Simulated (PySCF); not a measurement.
**Dipole response of V (vanadium, neutral)**

[Ar] 3d3 4s2, high-spin 4F determinant. Calculation: PySCF 2.14, in aug-cc-pVTZ (8s7p5d3f2g, 93 functions); the non-relativistic Hamiltonian (point nucleus). Coupled (time-dependent) response in atomic units; α is the mean over directions.

```
 method  mean α (bohr³)  C₆ (like pair)  S(−4)
wB97X-V           96.99            1080   4793
```

S(−4) is the Cauchy moment in α(ω) = α(0) + S(−4) ω² + …

Reference α: 87 ± 10 bohr³ (recommended; Schwerdtfeger and Nagle, table of static dipole polarizabilities (2023 update)). Published C₆: 832.0 (Chu and Dalgarno (2004); Tang, Norbeck and Certain (1976)).

α(iu) at wB97X-V:

```
u (hartree)  α(iu) (bohr³)
          0          96.99
     0.0500          86.47
      0.100          65.94
      0.200          35.51
      0.300          21.28
      0.500          10.47
      0.750          5.983
       1.00          4.062
       1.50          2.361
       2.00          1.585
       3.00         0.8698
       5.00         0.3810
```

A single London oscillator, α(iu) = α/(1 + u²/ω²), gives C₆ = (3/4) ω α². Matching the computed C₆ needs ω = 4 × 1080 / (3 × 96.99²) = 0.153 hartree.
